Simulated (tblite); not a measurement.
C4H6BF.
Cartesian coordinates in Å at the GFN2-xTB level; atoms count from 1:
```
atom  x, y, z in Å
C1     2.1206   -1.2342   -0.4819
C2     1.5064   -0.2219   -0.3088
C3     0.7520    0.9945   -0.0981
B4    -0.7992    0.8020    0.1944
C5    -1.5586   -0.5756    0.2552
F6    -1.4896    1.9128    0.4180
H7     2.6711   -2.1130   -0.6372
H8     0.8659    1.6332   -0.9817
H9     1.2079    1.5517    0.7282
H10   -2.5374   -0.5161   -0.2162
H11   -0.9996   -1.3904   -0.1945
H12   -1.7382   -0.8435    1.2965
```

Computed values, GFN2-xTB/tblite, gas phase, harmonic and unscaled. This tight-binding method is rough: wavenumbers can miss measured ones by several per cent, in bad cases by 10 to 20. One conformer, not necessarily the lowest. The optimisation stopped once no atom felt more than 0.01 eV/Å.

Lowest wavenumbers of the output (negative numbers stand for imaginary wavenumbers):
```
mode    cm-1
  1     -23.6
  2      38.1
  3     118.9
  4     271.9
  5     280.1
  6     337.3
  7     348.5
  8     442.8
  9     617.5
 10     635.9
```

Task: Is this structure a minimum?

Result: Not by this Hessian. 1 mode is imaginary beyond 20i (24i cm⁻¹), so at this level the point lies at or near a first-order saddle. The curvature is small, so loose convergence or finite differences may be the whole cause.

Task: Which atoms move in the imaginary mode?

Result: 24i: H12 (methyl hydrogen) 39 %, H11 (methyl hydrogen) 29 %, H10 (methyl hydrogen) 29 %. These are shares of the mass-weighted motion.

Task: What is the remedy?

Result: Step along that mode in both directions, optimise again with tighter thresholds and repeat the frequencies. The zero-point energy of this point (54.9 kcal/mol) counts the 29 real modes alone, and thermal corrections from it aren't those of a minimum.
